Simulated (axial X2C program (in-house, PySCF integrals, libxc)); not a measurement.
**Nuclear properties of CuNC⁺**

Computed with an axial X2C code built on PySCF integrals: two-component X2C with atomic mean-field Coulomb and Gaunt terms, Gaussian nuclei, basis Cu dyall-v3z, N dyall-av3z, C dyall-v3z with contracted cores.

Cu–N–C held linear, with bonds 1.828 and 1.152 Å (near the PBE0 minimum at charge 1 of the determinant lowest at the starting distance; the state shown can have its own minimum elsewhere, held linear; other orders of the atoms were not compared).

Input and command:
```json
{"zs": [29, 7, 6], "q": 1, "bas": ["dyall-v3z", "dyall-av3z", "dyall-v3z"], "r0": [1.78, 1.17], "symm": 0, "scan": ["PBE0", "HF", "B3LYP"], "levels": ["PBE0", "HF", "r2SCAN"], "nst": 2}
```
```bash
python solin.py task.json out
```

Keys: zs atomic numbers; q charge; bas basis sets; r0 starting distance in Å; symm equal bonds; scan levels of the two-bond scan; levels methods; nst determinants followed.

Determinant lowest in the PBE0 search, Ω = 1/2 (⟨Sz⟩ = 0.50, ⟨Lz⟩ = 0.00 at PBE0), spin on the atoms Cu 0.07, N -0.04, C 0.47:

```tsv
level	Eeff magnitude (GV/cm)	Ws magnitude Cu (kHz)	Ws magnitude C (kHz)	A∥/gI Cu (MHz)	qzz Cu (a.u.)	A∥/gI N (MHz)	qzz N (a.u.)	A∥/gI C (MHz)	qzz C (a.u.)
PBE0	0.254	0.173	0.0193	429	-0.07	45.3	-0.19	762	-0.22
HF	0.126	0.097	0.0231	193	-1.18	54.4	-0.66	1130	-0.25
r2SCAN	0.37	0.259	0.0155	742	0.43	14.8	-0.07	566	-0.35
```

Determinant 1.04 eV from it at PBE0 and this distance, Ω = 3/2 (⟨Sz⟩ = 0.50, ⟨Lz⟩ = 1.00 at PBE0), spin on the atoms Cu 0.24, N 0.18, C 0.08:

| level | Eeff magnitude (GV/cm) | Ws magnitude Cu (kHz) | Ws magnitude N (kHz) | A∥/gI Cu (MHz) | qzz Cu (a.u.) | A∥/gI N (MHz) | qzz N (a.u.) | A∥/gI C (MHz) | qzz C (a.u.) |
| --- | --- | --- | --- | --- | --- | --- | --- | --- | --- |
| PBE0 | 0.0621 | 0.00185 | 0.000271 | 286 | 0.28 | 60.5 | -0.52 | 20.9 | -1.13 |
| HF | 0.0582 | 0.00535 | 0.000812 | 216 | -0.53 | 94.6 | -0.88 | 23.1 | -1.34 |
| r2SCAN | 0.0571 | 0.00099 | 0.000354 | 281 | 0.34 | 65.9 | -0.50 | 24 | -1.10 |

Eeff is the effective electric field on the electron electric dipole moment in this Ω state and Ws the scalar–pseudoscalar constant of the nucleus named (defined with the proton number Z and per Ω); A∥ (defined per Ω) follows by multiplying with gI = μI/(I μN); qzz is the electric field gradient, eQq0 = 234.96 MHz × Q/barn × qzz. The operators were transformed with the bare-nucleus X2C matrices; with these basis sets, hyperfine constants and field gradients can be off by tens of per cent, and where levels differ in sign neither size nor sign is settled.

Problem. With gI(13C) = 1.4048 (g factors from the IAEA table of nuclear moments by Stone), turn the PBE0 values of the first state into constants in MHz.

Solution. A∥(13C) = 762 × 1.4048 = 1070 MHz.

The molecule was held linear; bending was not examined, so a bent shape may lie lower.

Each state is one determinant with collinear spin. Unrestricted Hartree–Fock can overshoot spin polarisation at the nuclei. Where Eeff spreads by more than a factor of two the levels disagree and none is to be relied on. The search compared states at one distance, so a state with another bond length can lie lower. The sign of Ws at Cu differs between levels in the second state. Where a field gradient or hyperfine factor spreads by more than a factor of two over the levels, a constant derived from it is not to be relied on. PBE0 term energies can be off by some tenths of an eV.
